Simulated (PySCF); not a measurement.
**How methods differ on the ionisation energy of Co¹⁶⁺**

Co¹⁶⁺ [Ne] 3s1 [3s1/2^1, M_J = 1/2] → Co¹⁷⁺ [Ne], as a difference of total energies. Calculation: PySCF 2.14, in an uncontracted even-tempered set (19 s from 1.5 bohr⁻², ratio 2.4; 13 p from 1.9 bohr⁻², ratio 2.4; 5 d from 6.6 bohr⁻², ratio 2.6; 4 f from 9.9 bohr⁻², ratio 2.6); the two-component X2C-1e Hamiltonian. Correlated levels: 1s2 frozen; the 52 highest virtual spinors dropped. "Screened" scales the spin-orbit matrix elements by Boettger's factors to mimic the two-electron term; Breit and QED terms are absent.

| method | ionisation energy (eV) |
| --- | --- |
| GHF (screened spin-orbit) | 545.95 |
| GMP2 (screened spin-orbit) | 546.55 |

Task: How much does correlation contribute at GMP2 (screened spin-orbit)?

Result: 546.55 − (545.95) = 0.60 eV, measured against GHF (screened spin-orbit).

For comparison: 546.59 eV (semi-empirical (NIST evaluation); NIST Atomic Spectra Database, ionization energies).
